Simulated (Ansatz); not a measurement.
Born–Oppenheimer molecular dynamics of AlClF3H (6 atoms, charge 0, multiplicity 1). It starts at the highest image of a converged band, a first-order saddle point between two minima.

All numbers below come from RHF/def2-SVP (Ansatz).

```yaml
ensemble: NVE (velocity Verlet)
time_step: 0.5 fs
steps_asked: 200
starting_velocities_drawn_for: 100 K
seed: 5717
```

First frame:

```xyz
6
Properties=species:S:1:pos:R:3
Al 0.014 -0.291 -0.012
Cl 0.014 0.045 2.278
F 1.429 0.157 -0.696
F -1.428 0.085 -0.684
F 0.063 -1.932 0.657
H 0.052 -1.361 1.738
```

(1) How far do the bonds stretch over the last three quarters of this one trajectory? (Pairs bonded in most of those frames.)

Answers

(1) 
```tsv
bond	mean (Å)	spread (Å)	shortest	longest
Al1–Cl2	2.117	0.068	2.03	2.26
Al1–F3	1.643	0.020	1.61	1.68
Al1–F4	1.643	0.025	1.59	1.68
F5–H6	0.918	0.045	0.85	1.00
```

Mean temperature of the second half: 738 K. The conserved energy stayed within 0.64 meV per atom of its start (net change -0.5 meV per atom), so the integration is sound. The kinetic energy rose, since the run started high on the potential surface and went downhill. It ends in pieces (AlClF2 + FH), so much of that is their flight and rotation, not heat. A run of 0.1 ps of so small a system gives no equilibrium averages. The orbitals stay closed-shell, which can raise the energy where a bond breaks towards radicals; this wasn't checked here.

The run took 3.5 min on 1 thread of Intel(R) Xeon(R) CPU @ 2.60GHz (Ice Lake) (shared host), peak memory 0.17 GiB.
